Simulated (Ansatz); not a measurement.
Ansatz (a first-principles code) input (RI-MP2/aug-cc-pV(T+d)Z):
A basis named .json is the Basis Set Exchange file of that set.

Ansatz 0.2 input:
```yaml
crystal:
  periodic: [false, false, false]
  atoms:
    - {symbol: Si, position_ang: [0.27079520, 0.04168601, 0.03613215]}
    - {symbol: Cl, position_ang: [-0.15951413, -1.30783104, -1.45150857]}
    - {symbol: Cl, position_ang: [-0.52751526, -0.70210585, 1.76260641]}
    - {symbol: Cl, position_ang: [-0.61335633, 1.80649297, -0.48824530]}
    - {symbol: N, position_ang: [1.91254027, 0.32814781, 0.29278548]}
    - {symbol: H, position_ang: [2.48520486, -0.33595462, 0.78878113]}
    - {symbol: H, position_ang: [2.44243771, 0.91386239, -0.33262286]}
basis:
  gaussian:
    orbitals: aug-cc-pV_T+d_Z.json
    fitting: {mean_field: def2-universal-jkfit, correlation: aug-cc-pVTZ-RIFIT.json}
magnetization: {spin_polarized: false}
correlation: {method: mp2, electrons: outside_noble_gas}
```

End of the output:

```
integrals: 0.51 GiB planned
625 factors; integrals over basis functions are off by at most 1.4e0 eV
mean field: 1.38 GiB planned
mean field evaluation 1: about -46892.0931 eV, gradient 3.7e1 eV
mean field evaluation 2: about -46894.2008 eV, gradient 2.0e1 eV
mean field evaluation 4: about -46894.9785 eV, gradient 5.8e-1 eV
mean field evaluation 8: about -46894.9813 eV, gradient 1.8e-6 eV
mean field -46894.98134495 eV, -1723.3587778667 hartree, gradient 1.8e-6 eV, S^2 0.000000; 0 other end points of the search recorded, 0 dependent functions left out
21 core orbitals not correlated
786 factors; their error is unknown
reference -46894.98134495 eV, -1723.3587778667 hartree; 16, 16 occupied and 275, 275 virtual orbitals, 786 factors
second order -24.81214635 eV of doubles, -0.00000000 eV of singles
Total energy: -46919.79349130 eV, -1724.2706074268 hartree
```
